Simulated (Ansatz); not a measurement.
Mulliken charges of CH₅NO₂Si (`N[SiH]1OCO1`) from PBE/def2-TZVPP in Ansatz (PBE0-D4/def2-TZVP geometry).

```csv
atom,x (Å),y (Å),z (Å),charge (e)
N1,-0.955,1.026,1.242,-0.388
Si2,-0.596,-0.179,0.128,0.579
O3,0.832,-1.025,0.312,-0.369
C4,1.219,-0.571,-0.982,0.155
O5,0.117,0.269,-1.314,-0.369
H6,-0.316,1.747,1.531,0.164
H7,-1.852,1.088,1.692,0.162
H8,-1.821,-0.998,0.017,-0.097
H9,1.303,-1.407,-1.685,0.080
H10,2.153,-0.001,-0.939,0.082
```

Q: By hand: the dipole of these point charges (1 e Å = 4.8032 D).

A: Σ q r = (-0.030, 0.136, 0.121) e Å, of length 0.184 e Å = 0.88 D.

Q: How does the dipole of the full density compare? (An estimate is asked.)

A: Computed: (-0.135, 0.241, 0.252) e Å, 1.80 D; the point charges give 0.49 times that, at 13° from its direction.

Point charges leave out the atoms' own dipoles, such as those of lone pairs, and Mulliken's split depends on the basis, so the two needn't agree.
